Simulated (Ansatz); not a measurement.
The molecule SbP, closed-shell singlet (lowest of 2S+1 = 1, 3, 5 at CCSD(T)/def2-TZVPP on PBE0 minima; our sources give no spin for the ground state, which may be another). No spin–orbit coupling.

Constants: fifth-degree fit in 1/R to seven points, most abundant isotopes. Runs in def2 and cc sets follow the lowest solution found near the PBE0 minimum. The singlet is held restricted. HF and MP2 rows in def2 and cc sets belong to the determinant that coupled cluster picked by its CCSD energy.

Run with Ansatz (Gaussian basis) for Hartree–Fock, density functionals and correlated methods. Values without a source in brackets are computed. In def2 rows elements past Kr take small-core potentials, without spin–orbit coupling.

Energies at HF/def2-TZVPP:

```json
[
 {"R (Å)": "2.030182", "E (hartree)": "-579.98503843"},
 {"R (Å)": "2.084757", "E (hartree)": "-579.99253727"},
 {"R (Å)": "2.134966", "E (hartree)": "-579.99531725"},
 {"R (Å)": "2.191724", "E (hartree)": "-579.99458468"},
 {"R (Å)": "2.248481", "E (hartree)": "-579.99052918"},
 {"R (Å)": "2.313971", "E (hartree)": "-579.98260821"},
 {"R (Å)": "2.390376", "E (hartree)": "-579.97005712"}
]
```

### Question
With a reduced mass of 24.6570 u, find the minimum, the force constant and the constants.

### Answer
A fifth-degree polynomial in 1/R puts the minimum at r_e = 2.1519 Å with force constant 524 N/m. Then ω_e = (1/2πc)√(k/μ) = 601 cm⁻¹ and B_e = h/(8π²cμr_e²) = 0.1476 cm⁻¹; the cubic and quartic terms give α_e = 0.00039 and ω_e x_e = 1.1 cm⁻¹.

Doubts at one or more of the structures used: a restricted determinant that unrestricted orbitals would lower (HF/def2-TZVPP).

Ansatz is a first-principles code.
